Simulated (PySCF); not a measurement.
Molecule: `Pc1ccccc1`, C6H7P.

Structure with atom numbers: `[PH2:1][c:2]1[cH:3][cH:4][cH:5][cH:6][cH:7]1` (H(Xn): hydrogen on atom n).

Geometry PBE0-D3(BJ)/def2-SVP throughout; GIAO in PySCF 2.14.0 with density-fitted response routines, gas phase, one conformer, non-relativistic; equivalent atoms averaged; functional PBE0.

**Question.** How do the absolute shieldings σ depend on the basis set? (ppm; last column core-seconds on 1 thread of an Arm Neoverse V1, shared host)

**Answer.** 
| basis set | functions | P1 | C2 | C3/C7 | C4/C6 | C5 | H(C4)/H(C6) | H(C5) | H(C3)/H(C7) | H(P1) | core-s |
| --- | --- | --- | --- | --- | --- | --- | --- | --- | --- | --- | --- |
| STO-3G | 46 | 620.4 | 114.2 | 122.8 | 124.4 | 125.6 | 25.66 | 25.75 | 25.79 | 30.45 | 3.9 |
| 6-31G | 81 | 517.4 | 69.7 | 72.5 | 75.1 | 76.4 | 25.27 | 25.40 | 25.25 | 28.64 | 7.7 |
| 6-31G* | 116 | 485.5 | 67.5 | 69.0 | 71.9 | 73.3 | 24.78 | 24.89 | 24.74 | 27.68 | 11 |
| 6-311+G(2d,p) | 239 | 441.9 | 49.0 | 51.8 | 54.4 | 56.4 | 24.05 | 24.12 | 23.91 | 27.13 | 29 |

**Question.** Which nucleus moves most, in ppm?

**Answer.** P1 (phosphorus bonded to C, 2 H): from 441.9 ppm with 6-311+G(2d,p) to 620.4 ppm with STO-3G. The smallest spread is 1.61 ppm, at H(C4)/H(C6). Proton shifts span only some 12 ppm, so a few tenths of a ppm matter as much there as several ppm in carbon.

**Question.** Taking the largest basis, 6-311+G(2d,p) (239 functions), as the yardstick, rank the others by their worst heavy-atom deviation.

**Answer.** 6-31G* 43.6 ppm (116 functions), 6-31G 75.5 ppm (81 functions), STO-3G 178.5 ppm (46 functions).

A small basis that lands close on one nucleus may do so by chance; judge by the trend and by all nuclei.
